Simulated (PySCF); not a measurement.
## Germanium: a sound run and one with changed settings

Sound run: Ge [Ar] 3d10 4s2 4p2, Ge⁺ [Ar] 3d10 4s2 4p1. Computed with PySCF 2.14 in jorge-DZP-DKH, with the spin-free X2C one-electron Hamiltonian (Gaussian nucleus). In the sound run the correlated levels freeze [Ar] 3d10. The sound run starts from symmetry-adapted Hartree-Fock orbitals and uses a fine grid where one is needed.

Changed run: the non-relativistic Hamiltonian (point nucleus). This setting is unsound on purpose.

```tsv
species	method	sound run (hartree)	changed run (hartree)	converged
Ge	UHF	-2096.93259	-2070.20541	yes
Ge	LDA	-2095.31330	-2068.65966	yes
Ge	MN15	-2100.12270	-2072.54171	yes
Ge	MP2	-2096.95538	-2070.22790	yes
Ge	CCSD(T)	-2096.96385	-2070.23648	yes
Ge⁺	UHF	-2096.66301	-2069.93316	yes
Ge⁺	LDA	-2095.02374	-2068.36752	yes
Ge⁺	MN15	-2099.83527	-2072.25133	yes
Ge⁺	MP2	-2096.68680	-2069.95687	yes
Ge⁺	CCSD(T)	-2096.69758	-2069.96801	yes
```

Ionisation energy of Ge:

```csv
method,sound run (eV),changed run (eV)
UHF,7.336,7.408
LDA,7.879,7.949
MN15,7.821,7.902
MP2,7.309,7.375
SCS-MP2,7.264,7.330
CCSD,7.244,7.304
CCSD(T),7.246,7.305
```

Most of the change in total energy is the relativistic energy itself. On top of that the contraction fixes the core shape for the Hamiltonian it was made with, so the changed run is not a good calculation with the other Hamiltonian either.

For comparison, NIST gives 7.899 eV between the lowest levels.
